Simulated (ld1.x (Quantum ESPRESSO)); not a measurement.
Xe, TM: configuration errors across variants

* Element: Xe
* Generator: ld1.x (Quantum ESPRESSO) 7.5
* Type: norm-conserving Troullier–Martins (Kleinman–Bylander form)
* Functional: PBEsol
* Relativity: fully relativistic
* Frozen core: [Kr]
* Valence charge: 18
* Reference configuration: 4d10 5s2 5p5 (charge +1)
* Partial waves: 5s (bound): rc 1.60 bohr; 4d (bound): rc 0.80 bohr; 5p (bound): rc 2.00 bohr
* Local potential: the p channel
* Core correction: Bessel-smoothed model core inside 0.60 bohr

Open shells are filled in proportion to 2j + 1 (rel_dist='average').

All-electron excitation energies from the reference (eV): (1) 4d10 5s2 5p6 -12.585; (2) 4d10 5s2 5p4 21.816; (3) 4d10 5s2 5p3 53.627; (4) 4d10 5s1 5p6 12.117; (5) 4d10 5s2 5p5.5 -7.391; (6) 4d10 5s2 5p2 96.056; (7) 4d9 5s2 5p6 54.998.

The file “base” misses its own reference levels by 1.0 eV. The file “core correction none” misses its own reference levels by 1.0 eV. The file “core correction Bessel-smoothed model core inside 0.44 bohr” misses its own reference levels by 1.0 eV. The file “core correction Bessel-smoothed model core inside 0.66 bohr” misses its own reference levels by 1.0 eV. The file “core correction Bessel-smoothed model core inside 0.78 bohr” misses its own reference levels by 1.0 eV. The file “core correction Bessel-smoothed model core inside 0.96 bohr” misses its own reference levels by 1.0 eV.

Errors AE − PS in meV (a dash: test not solved or not reliable):

```tsv
change	(1)	(2)	(3)	(4)	(5)	(6)	(7)	bound ghosts
base	-22	+30	+76	-29	-12	+145	-616	none
core correction none	-23	+30	+75	-28	-12	+143	-534	none
core correction Bessel-smoothed model core inside 0.44 bohr	-22	+30	+76	-29	-12	+145	-615	none
core correction Bessel-smoothed model core inside 0.66 bohr	-22	+30	+76	-29	-12	+145	-616	none
core correction Bessel-smoothed model core inside 0.78 bohr	-22	+30	+76	-29	-12	+145	-616	none
core correction Bessel-smoothed model core inside 0.96 bohr	-22	+30	+76	-29	-11	+145	-618	none
```

(1) Give the same row for: core correction Bessel-smoothed model core inside 0.52 bohr.

Answers

(1) -22, +30, +76, -29, -12, +145, -615; bound ghosts: none.
